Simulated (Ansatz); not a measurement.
Ansatz (a program for electronic structure) input (B3LYP/LANL2DZ): The .json file is the Basis Set Exchange's LANL2DZ.

Ansatz 0.2 input:
```yaml
crystal:
  periodic: [false, false, false]
  atoms:
    - {symbol: Nb, position_ang: [0.23377100, -0.07053300, 0.29820000]}
    - {symbol: O, position_ang: [1.81205400, -0.68853500, -0.16210800]}
    - {symbol: O, position_ang: [-0.49777100, -1.04272300, 1.56488100]}
    - {symbol: Cl, position_ang: [-1.18228700, 0.98481800, -1.37931700]}
basis:
  gaussian:
    orbitals: LANL2DZ.json
hamiltonian:
  xc: {name: B3LYP}
total_charge: -1
magnetization: {spin_polarized: true, initial_magnetization: 1}
relax: {f_tol: 0.003, max_steps: 120}
```

From the output:

```
mean field: 0.25 GiB planned
mean field -6039.30511127 eV, -221.9403692513 hartree, gradient 2.0e-5 eV, S^2 0.756189; 0 other end points of the search recorded, 0 dependent functions left out
the calculation of the forces begins
reference -6039.30539414 eV, -221.9403796464 hartree; 19, 18 occupied and 29, 30 virtual orbitals, 799 factors
relax step   3: F+E_penalty+E_count = -6039.30511127 eV  Δ(F+E_penalty+E_count) = +1.328e-2 eV  max|allowed force component| = 7.521e-1 eV/Å  Δτ_max = 0.1749 Å  (45 SCF iters, rejected (line search))
these checks for a lower state are left out or cut short: starts, cluster_reference, orbital_swaps, neighbouring_geometries, increment
integrals: 0.02 GiB planned
799 factors; integrals over basis functions are off by at most 4.6e-5 eV
mean field: 0.25 GiB planned
mean field -6039.32254224 eV, -221.9410098274 hartree, gradient 1.3e-5 eV, S^2 0.755283; 0 other end points of the search recorded, 0 dependent functions left out
the calculation of the forces begins
reference -6039.32282547 eV, -221.9410202358 hartree; 19, 18 occupied and 29, 30 virtual orbitals, 799 factors
relax step   4: F+E_penalty+E_count = -6039.32254224 eV  Δ(F+E_penalty+E_count) = -4.150e-3 eV  max|allowed force component| = 7.427e-2 eV/Å  Δτ_max = 0.0470 Å  (38 SCF iters, accepted)
these checks for a lower state are left out or cut short: starts, cluster_reference, orbital_swaps, neighbouring_geometries, increment
integrals: 0.02 GiB planned
799 factors; integrals over basis functions are off by at most 4.7e-5 eV
mean field: 0.25 GiB planned
mean field -6039.32373060 eV, -221.9410534988 hartree, gradient 2.5e-5 eV, S^2 0.755385; 0 other end points of the search recorded, 0 dependent functions left out
the calculation of the forces begins
reference -6039.32401303 eV, -221.9410638781 hartree; 19, 18 occupied and 29, 30 virtual orbitals, 799 factors
relax step   5: F+E_penalty+E_count = -6039.32373060 eV  Δ(F+E_penalty+E_count) = -1.188e-3 eV  max|allowed force component| = 4.508e-2 eV/Å  Δτ_max = 0.0661 Å  (44 SCF iters, accepted)
these checks for a lower state are left out or cut short: starts, cluster_reference, orbital_swaps, neighbouring_geometries, increment
integrals: 0.02 GiB planned
799 factors; integrals over basis functions are off by at most 4.7e-5 eV
mean field: 0.25 GiB planned
mean field -6039.32385025 eV, -221.9410578960 hartree, gradient 1.9e-5 eV, S^2 0.755424; 0 other end points of the search recorded, 0 dependent functions left out
the calculation of the forces begins
reference -6039.32413277 eV, -221.9410682784 hartree; 19, 18 occupied and 29, 30 virtual orbitals, 799 factors
relax step   6: F+E_penalty+E_count = -6039.32385025 eV  Δ(F+E_penalty+E_count) = -1.197e-4 eV  max|allowed force component| = 6.621e-3 eV/Å  Δτ_max = 0.0031 Å  (33 SCF iters, accepted)
these checks for a lower state are left out or cut short: starts, cluster_reference, orbital_swaps, neighbouring_geometries, increment
integrals: 0.02 GiB planned
799 factors; integrals over basis functions are off by at most 4.7e-5 eV
mean field: 0.25 GiB planned
mean field evaluation 64: about -6039.2841 eV, gradient 1.3e-1 eV
mean field -6039.32385293 eV, -221.9410579946 hartree, gradient 2.3e-5 eV, S^2 0.755429; 0 other end points of the search recorded, 0 dependent functions left out
the calculation of the forces begins
reference -6039.32413544 eV, -221.9410683766 hartree; 19, 18 occupied and 29, 30 virtual orbitals, 799 factors
relax step   7: F+E_penalty+E_count = -6039.32385293 eV  Δ(F+E_penalty+E_count) = -2.681e-6 eV  max|allowed force component| = 7.945e-4 eV/Å  Δτ_max = 0.0020 Å  (32 SCF iters, accepted)
integrals: 0.02 GiB planned
799 factors; integrals over basis functions are off by at most 4.7e-5 eV
mean field: 0.25 GiB planned
mean field -6039.32385293 eV, -221.9410579946 hartree, gradient 2.3e-5 eV, S^2 0.755429; 1 other end points of the search recorded, 0 dependent functions left out
the calculation of the forces begins
reference -6039.32413544 eV, -221.9410683766 hartree; 19, 18 occupied and 29, 30 virtual orbitals, 799 factors
Total energy: -6039.32413544 eV, -221.9410683766 hartree
Atom 0 at     0.181439    -0.204634     0.200731 Å, force     0.000255    -0.000062     0.000032 eV/Å
Atom 1 at     1.881293    -0.666283    -0.110964 Å, force     0.000794    -0.000051    -0.000315 eV/Å
Atom 2 at    -0.472002    -1.027177     1.648558 Å, force    -0.000593    -0.000297     0.000750 eV/Å
Atom 3 at    -1.224963     1.081122    -1.416669 Å, force    -0.000456     0.000410    -0.000466 eV/Å
Dipole moment:    -0.198577     0.284829    -0.207139 e Å
```

The dipole moment of an ion depends on the origin.

The geometry given is a B3LYP-D3(BJ)/def2-TZVP minimum.
